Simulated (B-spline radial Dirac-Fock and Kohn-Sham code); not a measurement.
**X-ray form factors of molybdenum in several charge states**

Method: configuration-average Dirac-Fock orbitals. Computed with a radial atomic solver.

Configurations: Mo²⁵⁺ [Ne] 3s2 3p5; Mo²⁷⁺ [Ne] 3s2 3p3; Mo³⁰⁺ [Ne] 3s2. The first column is f₀ of Mo²⁵⁺, the others are differences from it.

| s (Å⁻¹) | Mo²⁵⁺ | Δ Mo²⁷⁺ | Δ Mo³⁰⁺ |
| --- | --- | --- | --- |
| 0 | 17.000 | -2.000 | -5.000 |
| 0.1 | 16.903 | -1.974 | -4.939 |
| 0.2 | 16.617 | -1.899 | -4.759 |
| 0.3 | 16.158 | -1.778 | -4.474 |
| 0.4 | 15.551 | -1.621 | -4.099 |
| 0.5 | 14.827 | -1.438 | -3.659 |
| 0.7 | 13.171 | -1.035 | -2.682 |
| 0.9 | 11.461 | -0.649 | -1.732 |
| 1.1 | 9.905 | -0.339 | -0.948 |
| 1.4 | 8.081 | -0.057 | -0.203 |
